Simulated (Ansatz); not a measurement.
F₂H₄N₂Zr, SMILES `[NH2][Zr]([NH2])([F])[F]`, relaxed with RKS PBE0-D4/def2-TZVP in the Gaussian-basis code of Ansatz from a GFN2-xTB geometry. The force threshold is 0.005 eV/Å; the program also tests the step.

Charge 0, multiplicity 1. Zr: def2 effective core potential.

Start:

```xyz
9

N    -1.627   -0.108   -0.798
Zr    0.347   -0.311   -0.439
N     0.860    0.771    1.187
F     0.683   -2.099    0.021
F     1.493    0.304   -1.801
H    -2.181    0.740   -0.647
H    -2.258   -0.905   -0.658
H     0.971    0.272    2.079
H     1.712    1.336    1.056
```

Problem. How much energy does the relaxation release, and in how many steps? (Estimate.)

Solution. Computed: 28.18 kJ/mol, in 10 steps, 1 of them rejected.

Problem. Which bonds change most? (Best estimate.)

Solution. The calculation gave: Zr2–F4 from 1.877 to 1.917 Å; Zr2–F5 from 1.883 to 1.917 Å; N3–H9 from 1.031 to 1.012 Å; N3–H8 from 1.028 to 1.012 Å.

Problem. Give the relaxed structure. (An estimate is asked.)

Solution. Ansatz gave: 
```xyz
9

N    -1.565   -0.091   -0.642
Zr    0.414   -0.449   -0.376
N     0.995    0.720    1.171
F     0.654   -2.305    0.040
F     1.350    0.027   -1.980
H    -2.132    0.548   -0.104
H    -2.146   -0.531   -1.343
H     1.031    0.437    2.142
H     1.397    1.644    1.091
```
